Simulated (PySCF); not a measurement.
Level of theory: PBE0 in PySCF with Y def2-TZVPD with ECP28, O def2-TZVPD; scalar-relativistic core potentials, no spin–orbit coupling; density-fitted integrals. Open shells, if any, are unrestricted.

Task: What shape and geometry does isolated singlet YO₂⁻ take (every ligand bound to Y)?

Result: Formally Y is in oxidation state +3, d0. A d0 centre has no lone pair, yet it is C2v rather than linear: covalent bonding through the d orbitals favours lower symmetry. The polar-tensor charge on Y, 1.48, is far below the formal one. The lowest minimum found is a singlet of C2v symmetry with Y–O 1.926 Å (×2); O–Y–O 117.8°. Its harmonic wavenumbers are 193 (a1), 634 (b2), 735 (a1) cm⁻¹ and its dipole moment is 9.30 D about the centre of mass.

Only a few start shapes were tried, so a lower isomer may exist. The lowest empty level of this anion is unbound, so it and the gap depend on the basis.
